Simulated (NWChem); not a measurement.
System: C₂H₃F₃Si; SMILES C(/[SiH2]F)(F)=C/F

NWChem printed, in part:

```
             Northwest Computational Chemistry Package (NWChem) 7.3.0
             --------------------------------------------------------

 C1  symmetry detected

                             Geometry "geometry" -> ""
                             -------------------------

 Output coordinates in angstroms (scale by  1.889725989 to convert to a.u.)

  No.       Tag          Charge          X              Y              Z
 ---- ---------------- ---------- -------------- -------------- --------------
    1 F                    9.0000    -1.34411278    -1.82237303     0.10168715
    2 C                    6.0000    -0.03016829    -1.68430893     0.19956195
    3 C                    6.0000     0.56688419    -0.51000913    -0.03094897
    4 F                    9.0000     1.90484946    -0.46630561     0.10479817
    5 Si                  14.0000    -0.27646824     1.08718288    -0.53792826
    6 F                    9.0000    -0.42951207     2.06364308     0.75211118
    7 H                    1.0000     0.50346629    -2.59772856     0.48155626
    8 H                    1.0000    -1.63035135     0.79284875    -1.06646943
    9 H                    1.0000     0.59612354     1.77554787    -1.52313754

 Effective nuclear repulsion energy (a.u.)     295.0522528327

                                 NWChem DFT Module
                                 -----------------

 Summary of "ao basis" -> "ao basis" (spherical)
 ------------------------------------------------------------------------------
       Tag                 Description            Shells   Functions and Types
 ---------------- ------------------------------  ------  ---------------------
 F                          def2-svp                 6       14   3s2p1d
 C                          def2-svp                 6       14   3s2p1d
 Si                         def2-svp                 8       18   4s3p1d
 H                          def2-svp                 3        5   2s1p

            General Information
            -------------------
          SCF calculation type: DFT
          Wavefunction type:  closed shell.
          No. of atoms     :     9
          No. of electrons :    56
           Alpha electrons :    28
            Beta electrons :    28
          Charge           :     0
          Spin multiplicity:     1
          Use of symmetry is: off; symmetry adaption is: off
          Maximum number of iterations: 150
          AO basis - number of functions:   103
                     number of shells:    47
          Convergence on energy requested:  1.00D-06
          Convergence on density requested:  1.00D-05
          Convergence on gradient requested:  5.00D-04

              XC Information
              --------------
                         B3LYP Method XC Potential
                     Hartree-Fock (Exact) Exchange  0.200
                        Slater Exchange Functional  0.800 local
                    Becke 1988 Exchange Functional  0.720 non-local
              Lee-Yang-Parr Correlation Functional  0.810
                  VWN I RPA Correlation Functional  0.190 local

             Grid Information
             ----------------
          Grid used for XC integration:  medium
          Radial quadrature: Mura-Knowles
          Angular quadrature: Lebedev.
          Tag              B.-S. Rad. Rad. Pts. Rad. Cut. Ang. Pts.
          ---              ---------- --------- --------- ---------
          F                   0.50       49          12.0       434
          C                   0.70       49          11.0       434
          Si                  1.10       88          11.0       590
          H                   0.35       45          12.0       434
          Grid pruning is: on
          Number of quadrature shells:   468
          Spatial weights used:  Erf1

      Superposition of Atomic Density Guess
      -------------------------------------

 Sum of atomic energies:        -663.36353652

      Non-variational initial energy
      ------------------------------

 Total energy =    -665.298438
 1-e energy   =   -1507.634006
 2-e energy   =     547.283315
 HOMO         =      -0.266988
 LUMO         =       0.015264

   convergence    iter        energy       DeltaE   RMS-Dens  Diis-err
 ---------------- ----- ----------------- --------- --------- ---------
 d= 0,ls=0.0,diis     1   -666.5666441403 -9.62D+02  1.67D-02  1.02D+00
 d= 0,ls=0.0,diis     2   -666.4923748677  7.43D-02  8.85D-03  2.08D+00
 d= 0,ls=0.0,diis     3   -666.6802715706 -1.88D-01  1.37D-03  4.65D-02
 d= 0,ls=0.0,diis     4   -666.6835502158 -3.28D-03  4.81D-04  3.35D-03
 d= 0,ls=0.0,diis     5   -666.6838544471 -3.04D-04  1.76D-04  5.16D-04
  Resetting Diis
 d= 0,ls=0.0,diis     6   -666.6839029612 -4.85D-05  5.78D-05  4.63D-05
 d= 0,ls=0.0,diis     7   -666.6839075754 -4.61D-06  3.44D-05  3.11D-06
 d= 0,ls=0.0,diis     8   -666.6839066228  9.53D-07  2.21D-05  1.04D-05
 d= 0,ls=0.0,diis     9   -666.6839080010 -1.38D-06  2.39D-06  8.83D-08
 d= 0,ls=0.0,diis    10   -666.6839080111 -1.01D-08  4.81D-07  4.01D-09

         Total DFT energy =     -666.683908011140
      One electron energy =    -1510.071205033089
           Coulomb energy =      612.657361498992
    Exchange-Corr. energy =      -64.322317309791
 Nuclear repulsion energy =      295.052252832748

 Numeric. integr. density =       55.999998849707

                       DFT Final Molecular Orbital Analysis
                       ------------------------------------

[...]
```

Level: B3LYP/def2-SVP, vertical spin-unrestricted ions. Coordinates come from a PBE0/def2-SVP optimisation.

Q: Write an input that gives this output.

A: One answer among several that fit: the input that was run:
```
start job
memory heap 200 mb stack 900 mb global 1100 mb
geometry units angstroms noautoz
  F     -1.378777    -1.783134     0.009615
  C     -0.068371    -1.676262     0.172421
  C      0.562715    -0.509414     0.002765
  F      1.893399    -0.498384     0.201880
  Si    -0.223033     1.118721    -0.498304
  F     -0.416822     2.063277     0.809885
  H      0.432627    -2.608277     0.453439
  H     -1.556194     0.868102    -1.097353
  H      0.708923     1.814216    -1.422233
end
basis spherical
  F library def2-svp
  C library def2-svp
  Si library def2-svp
  H library def2-svp
end
dft
  xc b3lyp
  iterations 150
  vectors input atomic output neutral.movecs
end
task dft energy
charge 1
dft
  odft
  mult 2
  vectors input atomic output cation.movecs
end
task dft energy
```
